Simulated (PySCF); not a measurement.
## Ionisation energy of Ni by level of theory

Ni [Ar] 3d8 4s2 (3F) → Ni⁺ [Ar] 3d9 (2D), as a difference of total energies. Calculation: PySCF 2.14, in aug-cc-pVDZ-DK (7s6p4d2f, 59 functions); scalar relativity by spin-free X2C-1e. Correlated levels: valence: [Ar] frozen. The calculations carry no spin-orbit coupling.

| method | ionisation energy (eV) | difference from reference (eV) |
| --- | --- | --- |
| UHF | 8.180 | +0.540 |
| MP2 (valence) | 7.049 | -0.591 |
| SCS-MP2 (valence) | 7.278 | -0.362 |
| CCSD (valence) | 7.872 | +0.232 |
| CCSD(T) (valence) | 7.892 | +0.252 |

Reference: 7.640 eV (measured; NIST Atomic Spectra Database, ionization energies).

The reference lies between the lowest fine-structure levels, while these numbers refer to the centres of the terms.

Errors of the correlated levels include the incompleteness of this basis and the frozen core.
